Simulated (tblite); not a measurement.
Record of a relaxation.

C₆H₄FSe (doublet state).
Numbering: `[F:1][c:2]1[c:3][c:4]([SeH:5])[cH:6][cH:7][cH:8]1` (hydrogens: H9 on Se5; H10 on C6; H11 on C7; H12 on C8)
Bond orders are those of one Lewis drawing.

Computed with GFN2-xTB (tblite), gas phase: L-BFGS steps from a force-field or distance-geometry start until the largest atomic force falls under 0.01 eV/Å. 14 of its 85 geometries are shown.

Step 0: E = -616.6489 eV, largest atomic force 1.978 eV/Å
```
atom  x, y, z in Å  |  force x, y, z in eV/Å
F1     -2.127    2.121   -0.024   -0.046  -0.215   0.001
C2     -1.227    1.128   -0.073    1.472   0.125  -0.031
C3      0.140    1.421   -0.244   -0.970  -1.722   0.075
C4      1.077    0.404   -0.298   -1.202   0.398   0.171
Se5     2.928    0.821   -0.535    0.473   0.051   0.964
C6      0.666   -0.936   -0.149   -0.410   0.196   0.010
C7     -0.682   -1.233    0.035    0.232   0.633  -0.025
C8     -1.623   -0.203    0.084   -0.056  -0.207  -0.094
H9      3.133    0.925    0.979    0.004  -0.034  -0.936
H10     1.397   -1.736   -0.173    0.027   0.178  -0.050
H11    -1.000   -2.268    0.147    0.093   0.332  -0.031
H12    -2.680   -0.445    0.225    0.383   0.267  -0.054
```

Step 6: E = -616.7976 eV, largest atomic force 0.085 eV/Å
```
atom  x, y, z in Å  |  force x, y, z in eV/Å
F1     -2.129    2.101   -0.023   -0.007  -0.060   0.004
C2     -1.216    1.119   -0.066    0.072   0.036  -0.027
C3      0.114    1.367   -0.249   -0.053  -0.025   0.012
C4      1.059    0.396   -0.283   -0.069   0.012   0.026
Se5     2.944    0.822   -0.493    0.031  -0.008  -0.010
C6      0.660   -0.934   -0.149    0.022   0.039   0.012
C7     -0.680   -1.214    0.033    0.015   0.005  -0.011
C8     -1.624   -0.205    0.078   -0.022   0.029  -0.001
H9      3.139    0.925    0.938    0.055   0.018   0.006
H10     1.400   -1.719   -0.179    0.039  -0.026  -0.014
H11    -0.994   -2.239    0.145   -0.028  -0.056   0.003
H12    -2.671   -0.420    0.222   -0.053   0.036   0.000
```

Step 13: E = -616.7998 eV, largest atomic force 0.037 eV/Å
```
atom  x, y, z in Å  |  force x, y, z in eV/Å
F1     -2.138    2.090   -0.023    0.006  -0.003  -0.012
C2     -1.217    1.117   -0.069    0.015   0.017   0.013
C3      0.113    1.369   -0.245   -0.009  -0.034   0.012
C4      1.056    0.397   -0.275    0.000   0.002   0.022
Se5     2.947    0.817   -0.492   -0.016  -0.012  -0.017
C6      0.659   -0.935   -0.144    0.002   0.017  -0.010
C7     -0.683   -1.218    0.033    0.004   0.023  -0.005
C8     -1.626   -0.207    0.076   -0.006   0.010  -0.002
H9      3.164    0.934    0.936    0.019   0.011   0.002
H10     1.404   -1.716   -0.182   -0.010  -0.004   0.010
H11    -0.999   -2.244    0.143    0.002   0.000  -0.005
H12    -2.677   -0.405    0.219   -0.007  -0.028  -0.007
```

Step 19: E = -616.8007 eV, largest atomic force 0.029 eV/Å
```
atom  x, y, z in Å  |  force x, y, z in eV/Å
F1     -2.141    2.089   -0.031   -0.005   0.026   0.007
C2     -1.218    1.117   -0.064   -0.021  -0.012  -0.007
C3      0.112    1.369   -0.233    0.005   0.003   0.018
C4      1.056    0.398   -0.260    0.018  -0.003  -0.008
Se5     2.945    0.809   -0.496    0.014   0.004  -0.004
C6      0.656   -0.934   -0.142    0.003  -0.006   0.028
C7     -0.686   -1.216    0.030    0.003  -0.016   0.007
C8     -1.630   -0.207    0.074    0.003  -0.014  -0.003
H9      3.192    0.947    0.927   -0.013   0.005  -0.017
H10     1.398   -1.718   -0.179    0.000   0.004  -0.001
H11    -1.000   -2.244    0.136   -0.009   0.000  -0.009
H12    -2.681   -0.413    0.211    0.002   0.009  -0.010
```

Step 26: E = -616.8012 eV, largest atomic force 0.040 eV/Å
```
atom  x, y, z in Å  |  force x, y, z in eV/Å
F1     -2.139    2.092   -0.031   -0.005   0.004   0.008
C2     -1.220    1.117   -0.061   -0.004  -0.011   0.010
C3      0.112    1.366   -0.220    0.018   0.034  -0.009
C4      1.057    0.397   -0.251    0.005  -0.006   0.001
Se5     2.945    0.806   -0.503   -0.006   0.001   0.013
C6      0.656   -0.934   -0.133   -0.004  -0.019  -0.006
C7     -0.687   -1.217    0.033   -0.005  -0.013  -0.013
C8     -1.632   -0.208    0.071    0.003  -0.007   0.008
H9      3.200    0.958    0.917   -0.007   0.007  -0.017
H10     1.397   -1.718   -0.175    0.003  -0.007   0.012
H11    -1.005   -2.245    0.129    0.004   0.011   0.004
H12    -2.684   -0.414    0.200   -0.002   0.007  -0.012
```

Step 32: E = -616.8015 eV, largest atomic force 0.021 eV/Å
```
atom  x, y, z in Å  |  force x, y, z in eV/Å
F1     -2.137    2.092   -0.025    0.007  -0.008   0.012
C2     -1.217    1.117   -0.055    0.006   0.004  -0.004
C3      0.115    1.367   -0.212   -0.006  -0.013  -0.001
C4      1.057    0.394   -0.245   -0.010  -0.004  -0.007
Se5     2.942    0.803   -0.510    0.011  -0.006  -0.007
C6      0.656   -0.938   -0.128   -0.003   0.001  -0.005
C7     -0.689   -1.220    0.030   -0.003   0.011   0.011
C8     -1.631   -0.208    0.069   -0.006   0.006  -0.017
H9      3.201    0.972    0.905    0.003   0.015   0.014
H10     1.398   -1.722   -0.165   -0.003  -0.004   0.001
H11    -1.008   -2.247    0.124    0.003   0.002  -0.002
H12    -2.685   -0.411    0.184    0.000  -0.006   0.006
```

Step 39: E = -616.8020 eV, largest atomic force 0.031 eV/Å
```
atom  x, y, z in Å  |  force x, y, z in eV/Å
F1     -2.131    2.093   -0.001    0.022   0.000  -0.010
C2     -1.214    1.116   -0.050    0.008   0.005   0.000
C3      0.120    1.362   -0.205   -0.017  -0.024  -0.009
C4      1.059    0.386   -0.244   -0.005   0.009   0.020
Se5     2.946    0.790   -0.514   -0.004  -0.017  -0.003
C6      0.653   -0.944   -0.124    0.003   0.016   0.002
C7     -0.693   -1.221    0.026    0.003  -0.001  -0.020
C8     -1.634   -0.208    0.057    0.007   0.003   0.024
H9      3.204    1.013    0.894   -0.010   0.019   0.008
H10     1.393   -1.731   -0.148   -0.002   0.006  -0.016
H11    -1.014   -2.247    0.117   -0.013  -0.018  -0.001
H12    -2.689   -0.410    0.165    0.008   0.002   0.006
```

Step 45: E = -616.8052 eV, largest atomic force 0.190 eV/Å
```
atom  x, y, z in Å  |  force x, y, z in eV/Å
F1     -2.074    2.109    0.085   -0.142   0.040  -0.066
C2     -1.193    1.108   -0.024   -0.015   0.013   0.022
C3      0.139    1.336   -0.190    0.124   0.104   0.099
C4      1.069    0.353   -0.217    0.087  -0.055  -0.080
Se5     2.964    0.700   -0.504   -0.023   0.013   0.132
C6      0.639   -0.969   -0.107    0.015  -0.085  -0.051
C7     -0.713   -1.235   -0.003   -0.002  -0.030   0.077
C8     -1.640   -0.210    0.035   -0.003  -0.007  -0.021
H9      3.188    1.232    0.832   -0.045   0.014  -0.104
H10     1.371   -1.761   -0.114    0.027  -0.063  -0.020
H11    -1.051   -2.258    0.078    0.022   0.024  -0.043
H12    -2.698   -0.405    0.105   -0.044   0.032   0.055
```

Step 52: E = -616.8410 eV, largest atomic force 0.163 eV/Å
```
atom  x, y, z in Å  |  force x, y, z in eV/Å
F1     -2.042    2.128    0.064    0.071  -0.142   0.027
C2     -1.162    1.113    0.006    0.048  -0.030  -0.093
C3      0.179    1.315   -0.151    0.021  -0.025   0.096
C4      1.082    0.303   -0.203    0.019   0.029   0.028
Se5     2.988    0.583   -0.392    0.018   0.110   0.109
C6      0.629   -1.016   -0.142    0.017   0.052   0.023
C7     -0.727   -1.252   -0.011   -0.004   0.046  -0.097
C8     -1.628   -0.203    0.062    0.000   0.011  -0.008
H9      3.090    1.477    0.750   -0.033   0.005  -0.133
H10     1.367   -1.804   -0.177   -0.129  -0.098  -0.022
H11    -1.085   -2.270    0.015   -0.023   0.029   0.057
H12    -2.690   -0.373    0.153   -0.005   0.014   0.014
```

Step 58: E = -616.9024 eV, largest atomic force 0.253 eV/Å
```
atom  x, y, z in Å  |  force x, y, z in eV/Å
F1     -1.961    2.116    0.103   -0.091   0.228   0.062
C2     -1.101    1.094    0.046   -0.075   0.072   0.084
C3      0.246    1.266   -0.007    0.035   0.038  -0.141
C4      1.118    0.233   -0.121    0.106  -0.072   0.163
Se5     3.014    0.532   -0.245    0.019   0.035   0.101
C6      0.620   -1.070   -0.124   -0.028  -0.054  -0.101
C7     -0.746   -1.262   -0.056   -0.002  -0.142   0.109
C8     -1.619   -0.199    0.048   -0.014  -0.004  -0.143
H9      2.964    1.785    0.481   -0.004  -0.007  -0.099
H10     1.302   -1.907   -0.182    0.022   0.019  -0.039
H11    -1.148   -2.262   -0.064    0.025  -0.108  -0.006
H12    -2.689   -0.328    0.094    0.006  -0.006   0.009
```

Step 65: E = -616.9315 eV, largest atomic force 0.099 eV/Å
```
atom  x, y, z in Å  |  force x, y, z in eV/Å
F1     -1.908    2.149    0.141    0.014  -0.009   0.017
C2     -1.075    1.099    0.068   -0.054  -0.063   0.031
C3      0.278    1.231    0.037   -0.022   0.061   0.003
C4      1.135    0.182   -0.052    0.020   0.066  -0.024
Se5     3.024    0.536   -0.103    0.007  -0.089   0.042
C6      0.615   -1.111   -0.120    0.019   0.027  -0.047
C7     -0.758   -1.274   -0.073    0.030  -0.020   0.051
C8     -1.610   -0.190    0.029   -0.010  -0.034  -0.010
H9      2.868    1.919    0.289   -0.018  -0.025  -0.050
H10     1.279   -1.959   -0.218    0.032   0.017   0.037
H11    -1.166   -2.275   -0.101   -0.021   0.053  -0.029
H12    -2.682   -0.309    0.077    0.005   0.016  -0.023
```

Step 71: E = -616.9405 eV, largest atomic force 0.115 eV/Å
```
atom  x, y, z in Å  |  force x, y, z in eV/Å
F1     -1.917    2.143    0.167   -0.045  -0.006   0.017
C2     -1.084    1.093    0.088    0.019   0.030  -0.025
C3      0.269    1.241    0.062    0.008  -0.008   0.012
C4      1.133    0.197   -0.033   -0.026  -0.032   0.010
Se5     3.025    0.495   -0.027    0.056  -0.040  -0.016
C6      0.617   -1.098   -0.119   -0.068  -0.046   0.080
C7     -0.754   -1.273   -0.074   -0.033   0.021  -0.087
C8     -1.615   -0.195    0.022    0.009   0.053  -0.002
H9      2.897    1.916    0.178   -0.014   0.037  -0.010
H10     1.290   -1.942   -0.198    0.010   0.032   0.001
H11    -1.170   -2.268   -0.129    0.045  -0.023   0.002
H12    -2.689   -0.311    0.038    0.039  -0.018   0.019
```

Step 78: E = -616.9433 eV, largest atomic force 0.020 eV/Å
```
atom  x, y, z in Å  |  force x, y, z in eV/Å
F1     -1.920    2.141    0.186   -0.002   0.005   0.006
C2     -1.083    1.096    0.099    0.005   0.010  -0.011
C3      0.271    1.239    0.093    0.000  -0.003  -0.004
C4      1.132    0.193   -0.003   -0.005  -0.001   0.004
Se5     3.028    0.488   -0.009   -0.005   0.000  -0.001
C6      0.615   -1.101   -0.096    0.003  -0.002   0.002
C7     -0.757   -1.271   -0.085    0.005   0.000  -0.005
C8     -1.614   -0.191    0.007    0.003  -0.001  -0.001
H9      2.892    1.921    0.102    0.006   0.005   0.001
H10     1.292   -1.940   -0.176   -0.006  -0.004   0.011
H11    -1.169   -2.267   -0.151    0.006  -0.013  -0.014
H12    -2.687   -0.308    0.006   -0.011   0.001   0.014
```

Step 84: E = -616.9435 eV, largest atomic force 0.009 eV/Å
```
atom  x, y, z in Å  |  force x, y, z in eV/Å
F1     -1.921    2.141    0.190    0.000  -0.001  -0.004
C2     -1.084    1.096    0.096    0.005  -0.001   0.002
C3      0.270    1.240    0.088    0.000  -0.002  -0.001
C4      1.131    0.194   -0.004   -0.002  -0.004  -0.003
Se5     3.027    0.486   -0.010    0.002   0.006   0.001
C6      0.615   -1.100   -0.095    0.000   0.000   0.003
C7     -0.757   -1.271   -0.088    0.001  -0.001  -0.002
C8     -1.615   -0.191    0.005    0.001  -0.004   0.005
H9      2.897    1.920    0.105    0.000  -0.001  -0.001
H10     1.291   -1.940   -0.169   -0.003   0.003   0.002
H11    -1.166   -2.268   -0.155   -0.003   0.006  -0.006
H12    -2.688   -0.308    0.011   -0.001   0.000   0.002
```

Task: Summarise the path.

Result: The energy falls by 28.43 kJ/mol from step 0 to step 84; nine tenths of that is first reached at step 60. It rises by more than 0.2 meV at step 47. The largest force goes from 1.978 to 0.009 eV/Å. Among the bonds Se5–H9 changes most, from 1.531 to 1.444 Å; the atoms move by 0.494 Å rms after alignment.

Task: Follow the three bonds and two angles with the largest change from start to end.

Result: 
```
step  E above end (kJ/mol)  largest force (eV/Å)  Se5–H9 (Å)  C2–C3 (Å)  C3–C4 (Å)  C2–C3–C4 (°)  C7–C8–H12 (°)
   0                 28.43                 1.978       1.531      1.408      1.384         120.6          119.5
   4                 14.30                 0.117       1.446      1.364      1.353         123.2          120.8
   7                 14.01                 0.070       1.450      1.365      1.355         123.7          121.7
  11                 13.91                 0.043       1.449      1.364      1.354         123.3          122.2
  15                 13.85                 0.036       1.451      1.364      1.355         123.3          122.3
  18                 13.79                 0.039       1.451      1.363      1.354         123.4          122.0
  22                 13.76                 0.023       1.449      1.365      1.355         123.4          122.0
  26                 13.73                 0.040       1.451      1.364      1.354         123.6          122.0
  29                 13.71                 0.018       1.449      1.364      1.355         123.3          122.0
  33                 13.70                 0.020       1.449      1.364      1.355         123.4          122.1
  37                 13.67                 0.027       1.450      1.364      1.355         123.5          122.1
  40                 13.63                 0.043       1.448      1.365      1.356         123.4          122.1
  44                 13.48                 0.100       1.451      1.363      1.354         123.5          121.9
  47                 13.51                 0.577       1.481      1.360      1.352         123.4          121.4
  51                 10.70                 0.149       1.452      1.365      1.356         123.2          121.6
  55                  7.38                 0.230       1.454      1.363      1.357         123.2          121.9
  58                  3.97                 0.253       1.448      1.360      1.356         122.9          122.6
  62                  1.73                 0.216       1.457      1.362      1.360         123.5          122.4
  66                  0.99                 0.099       1.447      1.360      1.357         123.7          122.1
  69                  0.56                 0.106       1.446      1.361      1.358         123.5          122.6
  73                  0.12                 0.053       1.446      1.362      1.358         123.4          122.1
  77                  0.03                 0.025       1.443      1.362      1.358         123.3          122.1
  80                  0.01                 0.013       1.444      1.362      1.358         123.3          122.1
  84                  0.00                 0.009       1.444      1.362      1.358         123.3          122.2
```

The cost below is that of the whole relaxation. On Arm Neoverse V1, one thread, shared host, this took 0.55 s of wall time.
